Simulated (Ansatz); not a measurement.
`[OH][Zr]([Cl])([Cl])[I]` + HCl → `[OH][Zr]([Cl])([Cl])[Cl]` + HI at 700 K and 1 bar (ligand exchange at a Zr–I bond).

Isolated molecules relaxed with PBE0-D4/def2-TZVP in Ansatz; ΔE leaves out vibrations. CCSD(T)/CBS adds triple-zeta CCSD(T) − MP2 to the extrapolated MP2 energy (def2 sets, frozen cores). This one scheme is used for every species. Elements past krypton have def2 core potentials. For I, Zr outer-core shells are correlated without core-valence functions, which leaves a few kJ/mol of doubt a bond. Each species was taken in one conformer, which may not be the lowest.

```json
{"species": "`[OH][Zr]([Cl])([Cl])[I]`", "CCSD(T)/CBS energy (Eh)": "-1340.05569", "H − E (kJ/mol)": "113.4", "S (J/(mol·K))": "512.7"}
{"species": "HCl", "CCSD(T)/CBS energy (Eh)": "-460.38127", "H − E (kJ/mol)": "38.4", "S (J/(mol·K))": "211.8"}
{"species": "`[OH][Zr]([Cl])([Cl])[Cl]`", "CCSD(T)/CBS energy (Eh)": "-1502.40323", "H − E (kJ/mol)": "113.7", "S (J/(mol·K))": "483.2"}
{"species": "HI", "CCSD(T)/CBS energy (Eh)": "-298.03592", "H − E (kJ/mol)": "34.6", "S (J/(mol·K))": "231.7"}
```

H − E and S are ideal-gas, rigid-rotor, harmonic terms from PBE0-D4/def2-TZVP, for one conformer and one mirror image of each species. 1 Eh = 2625.50 kJ/mol, R = 8.31446 J/(mol·K).

Problem. By hand: ΔE, ΔH, ΔS and ΔG.

Solution. ΔE = (-1502.40323) + (-298.03592) − (-1340.05569) − (-460.38127) = -0.00219 Eh = -5.7 kJ/mol. Δ(H − E) = 113.7 + 34.6 − 113.4 − 38.4 = -3.5, so ΔH = -9.2 kJ/mol. ΔS = 483.2 + 231.7 − 512.7 − 211.8 = -9.6 J/(mol·K). ΔG = -9.2 − 700 × (-9.6)/1000 = -2.5 kJ/mol.

Problem. By hand: the equilibrium constant, and the temperature at which ΔG would vanish if ΔH and ΔS stayed fixed.

Solution. log₁₀ K = −ΔG/(RT ln 10) = 0.2. ΔG = 0 at ΔH/ΔS = 958 K, though so small a ΔH makes that figure unsure.

TΔS isn't small against ΔH here. The sign of ΔG lies within the doubt. A doubt of 5 kJ/mol in ΔE shifts log₁₀ K by 0.4 here. Other conformers and mirror images would add mixing entropy, several J/(mol·K) or more a flexible species. These are equilibria of isolated gas molecules and say nothing of rates. Largest T1 diagnostic: 0.016 (customary marks: 0.02 for closed shells, 0.045 for open ones).
